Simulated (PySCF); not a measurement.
Computed properties of Si(CCH)(Me)(OH)2 (C3H6O2Si), SMILES C#C[Si](C)(O)O

Si(CCH)(Me)(OH)2 (C3H6O2Si), SMILES C#C[Si](C)(O)O. Geometry optimised at B3LYP-D3(BJ)/def2-SVP. The structure was generated by enumeration, and PubChem lists no compound with its InChIKey, so it may never have been made. The values are those of a single conformer. All values are computed for the isolated molecule unless a solvent is named; none is compared with measurement here.

**Structure.** All 30 harmonic modes at B3LYP-D3(BJ)/def2-SVP (PySCF) are real, so it is a minimum. With heavy atoms numbered as in [CH:1]#[C:2][Si:3]([CH3:4])([OH:5])[OH:6], the shortest bond between them is C1–C2 at 1.217 Å and the longest Si3–C4 at 1.859 Å.

**Vibrations.** The strongest infrared lines (harmonic, unscaled, degenerate partners summed) lie at 881 cm⁻¹ (364 km/mol, H 59 %, Si 21 %, O 13 %), 941 cm⁻¹ (154 km/mol, Si 46 %, O 37 %, H 14 %), 808 cm⁻¹ (127 km/mol, H 56 %, O 30 %). The softest mode is at 120 cm⁻¹ and the zero-point energy is 53.1 kcal/mol.

**Electronic structure.** r2SCAN/def2-TZVP (PySCF) places the frontier levels at -7.20 and -0.73 eV, a gap of 6.47 eV, and gives a dipole moment of 0.29 D and a mean polarisability of 63.0 bohr³. PBE/def2-TZVP (PySCF) at the same geometry gives -6.92 and -1.00 eV, so its gap is 0.55 eV narrower. An orbital gap is neither the optical nor the fundamental gap.

**Excitations.** TDA-M06-2X/def2-SVPD (PySCF) has S1 at 5.64 eV (220 nm, f = 0.000, dark); the most intense of the 10 singlets computed lies at 7.87 eV (f = 0.09). T1 (TDA) is at 5.14 eV, 0.50 eV under S1. TDA-PBE/def2-SVPD (PySCF) puts S1 at 5.98 eV. No vertical singlet excitation falls in the visible range (under 3.1 eV).

**NMR.** GIAO shifts at KT2/pcSseg-1 (PySCF) (non-relativistic, atoms alike by connectivity averaged): ¹³C from 1.7 to 89.5 ppm against TMS; ¹H from 0.5 to 2.5 ppm against TMS; ²⁹Si at -24.9 ppm against TMS.

**Solvation.** SMD-PBE0/def2-SVP (PySCF) gives -7.5 kcal/mol in water, -7.3 kcal/mol in acetonitrile, -5.5 kcal/mol in chlorobenzene (1 M in both phases, gas-phase geometry).
